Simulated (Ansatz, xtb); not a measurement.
Stretching the S1–S2 bond in H2S2 (SMILES SS) (multiplicity 1 held, fragments rigid). Energies count from the point at 2.072 Å.
Geometry at that point (charge 0, multiplicity 1):
```xyz
4

S     -0.912     0.054     0.491
S      0.912     0.057    -0.491
H     -1.536    -0.884    -0.249
H      1.536    -0.884     0.245
```

Unrestricted levels (U-) break spin symmetry where that is lower. Active spaces are followed from a long bond inwards. Curves can end on different states.

Frozen-core correlation.

Programs: Ansatz (Gaussian basis) for Hartree–Fock, density functionals and correlated methods; xtb for the GFN methods. Values without a source in brackets are computed. The GFN methods have no spin term and hold the electronic entropy of 300 K.

Energies in kJ/mol.

```
R (Å)  GFN2-xTB  U-MP2/cc-pV(D+d)Z  U-SCS-MP2/cc-pV(D+d)Z  U-CCSD/cc-pV(D+d)Z  FIC-MRCISD on CASSCF(6,4)/cc-pV(D+d)Z  FIC-MRCISD+Q on CASSCF(6,4)/cc-pV(D+d)Z
-----  --------  -----------------  ---------------------  ------------------  -------------------------------------  ---------------------------------------
1.658       249                293                    299                 302                                    300                                      305
1.865        34                 50                     53                  54                                     54                                       56
2.072         0                  0                      0                   0                                      0                                        0
2.279        31                 28                     25                  23                                     20                                       20
2.486        82                118                    114                  76                                     64                                       65
2.797       162                200                    194                 157                                    129                                      131
3.108       223                225                    218                 197                                    175                                      178
3.626       262                238                    230                 215                                    210                                      213
4.144       273                242                    233                 219                                    220                                      224
4.765       276                243                    235                 220                                    222                                      226
5.594       276                244                    235                 221                                    223                                      227
6.630       277                245                    236                 221                                    223                                      227
```

Doubts at one or more of the structures used: a spin-contaminated determinant (U-MP2/cc-pV(D+d)Z, U-SCS-MP2/cc-pV(D+d)Z, U-CCSD/cc-pV(D+d)Z); T1 above 0.05 (U-CCSD/cc-pV(D+d)Z); active orbitals that take no part (FIC-MRCISD on CASSCF(6,4)/cc-pV(D+d)Z, FIC-MRCISD+Q on CASSCF(6,4)/cc-pV(D+d)Z).

Ansatz is a quantum-chemistry and plane-wave program.
